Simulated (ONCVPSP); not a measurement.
# What one change does to a pseudopotential (bismuth, ONCV)

```
Element                 : bismuth (Bi)
Generator               : ONCVPSP 4.0.1
Type                    : optimised norm-conserving Vanderbilt (ONCV)
Functional              : PBE
Relativity              : scalar-relativistic
Frozen core             : [Kr] 4d10 4f14
Valence charge          : 23
Reference configuration : 5s2 5p6 5d10 6s2 6p3
Partial waves           : 5s+6s: rc 1.30 bohr, ncon 3, nbas 6, qcut 8.7 1/bohr, 2 projectors; 5p+6p: rc 1.25 bohr, ncon 3, nbas 7, qcut 9.4 1/bohr, 2 projectors; 5d: rc 1.60 bohr, ncon 3, nbas 8, qcut 7.7 1/bohr, 1 projector
Local potential         : polynomial inside 1.10 bohr (lpopt 5, dvloc0 6 Ha)
Core correction         : Teter function, fcfact 3.25, rcfact 1.55
```

All-electron outer shells of the reference configuration (PBE, scalar-relativistic, ld1.x):

```
shell  level (eV)  outermost node (bohr)  outermost maximum (bohr)
   4d     -430.06                   0.19                      0.38
   5s     -157.79                   0.44                      0.77
   4f     -152.59                      –                      0.34
   5p      -95.86                   0.48                      0.86
   5d      -27.08                   0.51                      1.03
   6s      -14.48                   0.98                      1.88
   6p       -4.57                   1.14                      2.44
```

Change: s: qcut 5.3.

Cutoffs: the cutoffs (Ha) at which the residual kinetic energy of the hardest occupied pseudo-wave falls to 1 and 0.1 mHa per electron; they do not see the model core or the augmentation charge, which bear on the density cutoff. Errors are all-electron minus pseudo energies relative to the spin-unpolarised reference configuration.

**Question.** What does the change do?

**Answer.** The potential gets harder (35 Ha and 41 Ha → 52 Ha and 96 Ha); the errors of the 4 common tests hardly move; neither file shows a bound ghost.

```csv
quantity,base,changed
"cutoff, loose",35 Ha,52 Ha
"cutoff, tight",41 Ha,96 Ha
loose cutoff by channel,"s 30 Ha, p 35 Ha, d 24 Ha","s 52 Ha, p 35 Ha, d 24 Ha"
bound ghosts,none,none
GHOST(+) flags under 300 eV,none,s at 234.5 eV
"error for 5s2 5p6 5d10 6s2 6p2, meV [ΔE 7.91 eV]",-3.1,-3.1
"error for 5s2 5p6 5d10 6s2 6p1, meV [ΔE 23.16 eV]",-10.0,-9.9
"error for 5s2 5p6 5d10 6s2 6p0, meV [ΔE 46.50 eV]",-22,-21
"error for 5s2 5p6 5d10 6s1 6p0, meV [ΔE 91.91 eV]",-50,-54
s: phases at 1.32 bohr within 0.05 rad from the reference energy up to (Ha; the scan ends near 5),to the end of the scan,to the end of the scan
p: phases at 1.27 bohr within 0.05 rad from the reference energy up to (Ha; the scan ends near 5),to the end of the scan,to the end of the scan
d: phases at 1.62 bohr within 0.05 rad from the reference energy up to (Ha; the scan ends near 5),3.2,3.2
"rms error of d²Exc/dni dnj with the model core, mHa",1.39,1.65
```
